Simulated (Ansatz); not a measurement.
`[SiH3]N[AsH2]` + NH₃ → `N[AsH2]` + `N[SiH3]` at 400 K and 1 bar (ligand exchange at the As–N bond).

Isolated molecules relaxed with PBE0-D4/def2-TZVP in Ansatz; ΔE leaves out vibrations. CBS: MP2 limit from def2 TZ/QZ plus the TZ coupled-cluster correction, frozen cores. This one scheme is used for every species. For As outer-core shells are correlated without core-valence functions, which leaves a few kJ/mol of doubt a bond. Scalar relativity is left out up to krypton.

```
        species  CCSD(T)/CBS energy (Eh)  H − E (kJ/mol)  S (J/(mol·K))
`[SiH3]N[AsH2]`              -2582.40077           177.9          361.1
            NH₃                -56.50880           104.2          203.1
      `N[AsH2]`              -2292.09958           128.5          285.0
      `N[SiH3]`               -346.80422           153.0          285.3
```

H − E and S are ideal-gas, rigid-rotor, harmonic terms from PBE0-D4/def2-TZVP, for one conformer and one mirror image of each species. 1 Eh = 2625.50 kJ/mol, R = 8.31446 J/(mol·K).

**Question.** By hand: ΔE, ΔH, ΔS and ΔG.

**Answer.** ΔE = (-2292.09958) + (-346.80422) − (-2582.40077) − (-56.50880) = 0.00577 Eh = 15.1 kJ/mol. Δ(H − E) = 128.5 + 153.0 − 177.9 − 104.2 = -0.6, so ΔH = 14.5 kJ/mol. ΔS = 285.0 + 285.3 − 361.1 − 203.1 = 6.1 J/(mol·K). ΔG = 14.5 − 400 × (6.1)/1000 = 12.1 kJ/mol.

**Question.** By hand: the equilibrium constant, and the temperature at which ΔG would vanish if ΔH and ΔS stayed fixed.

**Answer.** log₁₀ K = −ΔG/(RT ln 10) = -1.6. ΔG = 0 at ΔH/ΔS = 2377 K, though so small a ΔS makes that figure unsure.

The number of gas molecules stays the same, so ΔS is small and ΔH decides. A doubt of 5 kJ/mol in ΔE shifts log₁₀ K by 0.7 here. Other conformers and mirror images would add mixing entropy, several J/(mol·K) or more a flexible species. These are equilibria of isolated gas molecules and say nothing of rates. Largest T1 diagnostic: 0.011 (customary marks: 0.02 for closed shells, 0.045 for open ones).
